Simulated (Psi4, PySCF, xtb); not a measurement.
Relaxed torsion scan: SMILES Bc1cccc(C=C)c1 (C₈H₉B). Scanned: dihedral C5–C6–C7–C8; all other coordinates were relaxed at GFN2-xTB. Points at φ and −φ are mirror images. Heavy atoms are numbered in the order of the SMILES Bc1cccc(C=C)c1, hydrogens after them in the order of the atoms that carry them; the mirror image has the same energies with the sign of each dihedral reversed.

Methods: RKS-B3LYP/3-21G = restricted B3LYP/3-21G, density fitting // GFN2-xTB (PySCF 2.14.0); RKS-B3LYP/6-31G* = restricted B3LYP/6-31G*, spherical d, density fitting // GFN2-xTB (PySCF); GFN1-xTB // GFN2-xTB (xtb); PBE-D3(BJ)/def2-SVP // GFN2-xTB (Psi4).

Energies relative to the lowest point of each profile, in kcal/mol; the last columns give the difference from PBE-D3(BJ):

```tsv
φ / °	RKS-B3LYP/3-21G	RKS-B3LYP/6-31G*	GFN1-xTB	PBE-D3(BJ)/def2-SVP	RKS-B3LYP/3-21G − PBE-D3(BJ)/def2-SVP	RKS-B3LYP/6-31G* − PBE-D3(BJ)/def2-SVP	GFN1-xTB − PBE-D3(BJ)/def2-SVP
-160	0.2	0.3	0.1	0.5	-0.2	-0.1	-0.3
-140	0.8	1.1	0.6	1.5	-0.6	-0.3	-0.8
-120	2.1	2.8	1.8	3.3	-1.2	-0.5	-1.5
-100	3.3	4.3	2.8	4.9	-1.7	-0.7	-2.1
-80	3.3	4.2	2.8	5.0	-1.7	-0.7	-2.1
-60	2.2	2.8	1.8	3.3	-1.2	-0.6	-1.5
-40	0.8	1.1	0.6	1.4	-0.6	-0.4	-0.8
-20	0.1	0.2	0.1	0.3	-0.2	-0.1	-0.2
0	0.0	0.0	0.0	0.0	0.0	0.0	0.0
20	0.1	0.2	0.1	0.3	-0.2	-0.1	-0.2
40	0.8	1.1	0.6	1.4	-0.6	-0.4	-0.8
60	2.2	2.8	1.8	3.3	-1.2	-0.6	-1.5
80	3.3	4.2	2.8	5.0	-1.7	-0.7	-2.1
100	3.3	4.3	2.8	4.9	-1.7	-0.7	-2.1
120	2.1	2.8	1.8	3.3	-1.2	-0.5	-1.5
140	0.8	1.1	0.6	1.5	-0.6	-0.3	-0.8
160	0.2	0.3	0.1	0.5	-0.2	-0.1	-0.3
180	0.1	0.2	0.0	0.2	0.0	0.0	-0.2
```

RKS-B3LYP/3-21G is furthest from PBE-D3(BJ)/def2-SVP at -80 (-1.7 kcal/mol, below); its mean absolute difference over the points is 0.8 kcal/mol.

RKS-B3LYP/6-31G* is furthest from PBE-D3(BJ)/def2-SVP at -80 (-0.7 kcal/mol, below); its mean absolute difference over the points is 0.4 kcal/mol.

GFN1-xTB is furthest from PBE-D3(BJ)/def2-SVP at -80 (-2.1 kcal/mol, below); its mean absolute difference over the points is 1.1 kcal/mol.
